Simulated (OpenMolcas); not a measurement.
BaO: a line through the functionals

BaO: 2 atoms, total charge 0, spin state singlet. SMILES: `[O][Ba]`. Geometry: relaxed at PBE0-D4/def2-TZVP.

The dipole moment y, in D, basis def2-TZVP with a core potential; a is the functional's share of exact exchange. Programs: OpenMolcas 26.06.

| functional | program | a | y (D) |
| --- | --- | --- | --- |
| BLYP | OpenMolcas | 0 | 7.11 |
| TPSS | OpenMolcas | 0 | 7.25 |
| B3LYP | OpenMolcas | 0.2 | ? |
| PBE0 | OpenMolcas | 0.25 | 7.70 |
| BHLYP | OpenMolcas | 0.5 | 8.27 |

**Question.** Fit y = c + s·a to the known rows and predict B3LYP.

**Answer.** 
1. Means of the 4 rows: a = 0.1875, y = 7.582.
2. Σ(Δa)² = 0.17188, Σ(Δa·Δy) = 0.37312, so the slope is 0.37312/0.17188 = 2.1708.
3. Intercept: 7.582 − (2.1708) × 0.1875 = 7.175. The largest residual of the fit is 0.075.
4. B3LYP: 7.175 + (2.1708) × 0.2 = 7.61 D.

The run gave 7.65 D, so the prediction is off by -0.04 D, within the largest residual. More exact exchange makes the molecule more polar here. The rows mix families of semi-local functionals, which the line can't see.
